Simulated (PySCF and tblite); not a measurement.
Results of a calculation; reference values are marked as such.
System: CH8BN3Si2, numbered as in [N:1]#[C:2][SiH2:3][N:4]([SiH3:5])[BH:6][NH2:7].

Motion: rotation about the B6–N7 bond (torsion N4–B6–N7–H from 178° to 362°, rising). GFN2-xTB gives an electronic barrier of 11.8 kcal/mol.

revPBE/pcSseg-1 + D3(BJ) on GFN2-xTB geometries gives 13.3 kcal/mol and k(298 K) = 1990 s⁻¹.

Question: What does PBE0/def2-SVPD + D3(BJ) give on GFN2-xTB geometries?

Answer: A barrier of 14.7 kcal/mol, 1.4 above the first DFT barrier (from unrounded values) and, with GFN2-xTB thermal terms, ΔG‡(298 K) = 14.8 kcal/mol and k = 176 s⁻¹ (2 equivalent paths).

Programs: tblite and PySCF.
